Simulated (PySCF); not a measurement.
Compound: C₆H₉FN (doublet state).
Geometry (GFN2-xTB, Å), atoms numbered from 1 in this order:
```xyz
17
C6H9FN angstrom
C      2.1208   -0.3053   -0.3569
C      0.8394    0.1683   -0.8926
C     -0.3024    0.2010    0.1828
C     -0.5113   -1.1910    0.7880
C      0.0616    1.1329    1.2270
N      0.3555    1.8675    2.0520
C     -1.6018    0.7049   -0.4641
F     -1.9889   -0.1380   -1.4727
H      2.6750    0.3092    0.3268
H      2.4843   -1.2892   -0.5757
H      0.9420    1.1931   -1.2700
H      0.4933   -0.4738   -1.7041
H     -1.2741   -1.1605    1.5641
H     -0.8292   -1.8810    0.0094
H      0.4187   -1.5513    1.2223
H     -1.4696    1.6968   -0.9097
H     -2.4202    0.7285    0.2636
```

The hyperfine couplings belong to this conformer and change with its torsions.

Identity: `[CH2]C[C@@](C)(C#N)CF` [radical].

Computed with UKS B3LYP, pcH-1 on C F H N, non-relativistic, mean-field spin-orbit, GIAO (PySCF). Geometry: GFN2-xTB, one conformer, isolated molecule. The geometry wasn't refined by DFT: couplings that depend on bond lengths, twists or pyramidal angles can differ widely from those at the functional's own minimum. The SCF solution wasn't tested for stability.

The Mulliken spin populations are largest on C1 (+1.07) and C2 (-0.09). No atom but C1 exceeds +0.15. The positive populations add up to 1.19 and the negative ones to -0.19, together 2S = 1. The angles at C1 add up to 359.8°, so it is planar; its axial dipolar tensor and the negative couplings of its protons fit spin in a p orbital normal to that plane.

(1) Find Q in a(H) = Q·ρ(C) for the protons on the planar carbons that carry spin.

(2) How do the β-proton couplings of this frozen conformer go with θ, the angle between the C–H bond and the normal to the plane of the spin centre's three neighbours, both seen down the bond from centre to carbon?

Answers

(1) 
```tsv
H	C	ρ(C)	a(H) (G)	a/ρ (G)
H9	C1	+1.075	-22.71	-21.1
H10	C1	+1.075	-23.02	-21.4
```

These protons share one ρ (within 0.01), so their mean ratio, Q = -21.3 G, is no test of linearity. In McConnell's picture π spin on carbon polarises the C–H bond and leaves opposite spin at the proton, which makes Q negative, as found here.

(2) 
```json
{"β H": "H11", "on": "C2", "centre": "C1", "θ (°)": "44", "cos²θ": "0.53", "a (G)": "+28.31"}
{"β H": "H12", "on": "C2", "centre": "C1", "θ (°)": "77", "cos²θ": "0.05", "a (G)": "+3.19"}
```

Couplings in gauss use g_iso = 2.0026.
